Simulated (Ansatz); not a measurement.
Geometry optimisation, RKS PBE0-D4/def2-SVP (Ansatz).

Input file:

```yaml
crystal:
  periodic: [false, false, false]
  atoms:
    - { symbol: Ge, position_ang: [-0.024939, -0.097336, -0.851022] }
    - { symbol: F, position_ang: [1.423784, -0.109659, 1.627159] }
    - { symbol: H, position_ang: [2.02697, 0.134629, 0.970319] }
    - { symbol: Cl, position_ang: [-1.258489, 1.70828, -0.696592] }
    - { symbol: H, position_ang: [-1.166925, -1.089214, -0.341864] }
basis:
  gaussian: { orbitals: def2-SVP }
hamiltonian:
  xc: pbe0
  dispersion: d4
relax:
  f_tol: 0.03
  max_steps: 50
output:
  orbitals: {}
```

Command:

```bash
$ ansatz run input.yaml --threads 1 --pin off --max-ram 2048MiB --backend cpu --events-out ev --progress --plain --runs-dir out
```

Q: Where does it end, and by what steps?

A: It converged. After 21 steps the energy has fallen by 0.345 eV; H3 moved furthest, 1.12 Å.

```
step  energy less start (eV)  largest force component (eV/Å)  accepted
   0                  0.0000                           0.208       yes
   1                 -0.0185                           1.672       yes
   2                 -0.0853                           0.607       yes
   3                 -0.1074                           0.207       yes
   4                 -0.1178                           0.261       yes
   5                 -0.1127                           1.077        no
   6                 -0.1240                           0.069       yes
   7                 -0.1307                           0.101       yes
   8                 -0.0872                           1.691        no
   9                 -0.1360                           0.108       yes
  10                 -0.1407                           0.360       yes
  11                 -0.1561                           0.271       yes
  12                 -0.1375                           2.049        no
  13                 -0.1703                           0.286       yes
  14                 -0.1883                           0.389       yes
  15                 -0.2125                           1.092       yes
  16                 -0.2541                           1.513       yes
  17                 -0.3057                           1.229       yes
  18                 -0.3397                           0.249       yes
  19                 -0.3287                           0.480        no
  20                 -0.3445                           0.039       yes
  21                 -0.3447                           0.015       yes
```

```xyz
5
Properties=species:S:1:pos:R:3
Ge 0.024 -0.408 -0.980
F 1.390 -0.252 0.857
H 1.016 0.612 0.989
Cl -0.392 1.685 -0.160
H -1.037 -1.090 0.002
```

Whether the end is a true minimum wasn't checked by a vibrational analysis.

Time of the run: 62 s on 1 thread of Arm Neoverse V1, on a shared host, peak memory 0.13 GiB.
